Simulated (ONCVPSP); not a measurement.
**Transferability test, ONCV potential for manganese**

ONCVPSP 4.0.1 input, shortened (lines: element, Z, core and valence counts, functional; n l f; lmax; l rc ep ncon nbas qcut; lloc lpopt rc5 dvloc0; l nproj debl; icmod fcfact rcfact), PBE, scalar-relativistic:

```
  Mn 25.00    3    3        4      upf
    1    0    2.00
    2    0    2.00
    2    1    6.00
    3    0    2.00
    3    1    6.00
    3    2    4.00
    3
    0    1.25    0.00    4    7    7.90
    1    0.85    0.00    4    8    9.00
    2    1.40    0.00    4    9   11.50
    3    0.85    0.05    4    7   15.00
    3    5    0.85    0.00
    0    2    1.60
    1    1    3.90
    2    2    4.00
    3    0    4.00
    3    2.50    1.30
```

In the s channel the program set the typed energies aside and used -4.477, 0.250 Ha.

Energies are relative to the spin-unpolarised reference configuration 3s2 3p6 3d4; without spin polarisation the order of configurations can differ from experiment.

Question: Give the all-electron excitation energy and the error of the potential for: 3s2 3p6 3d5 4s2; 3s2 3p6 3d5 4s1; 3s2 3p6 3d5; 3s2 3p6 3d6 4s1.

Answer:

| valence configuration | charge | ΔE all-electron (eV) | error AE − PS (meV) |
| --- | --- | --- | --- |
| 3s2 3p6 3d5 4s2 | 0 | -56.534 | +16 |
| 3s2 3p6 3d5 4s1 | +1 | -48.118 | +22 |
| 3s2 3p6 3d5 | +2 | -32.519 | +32 |
| 3s2 3p6 3d6 4s1 | 0 | -56.893 | +45 |

Levels in the configuration 3s2 3p6 3d5 4s2:

```json
{"level": "3s", "all-electron (eV)": "-85.879", "pseudo (eV)": "-85.834"}
{"level": "3p", "all-electron (eV)": "-54.593", "pseudo (eV)": "-54.577"}
{"level": "3d", "all-electron (eV)": "-6.771", "pseudo (eV)": "-6.797"}
{"level": "4s", "all-electron (eV)": "-5.107", "pseudo (eV)": "-5.102"}
```
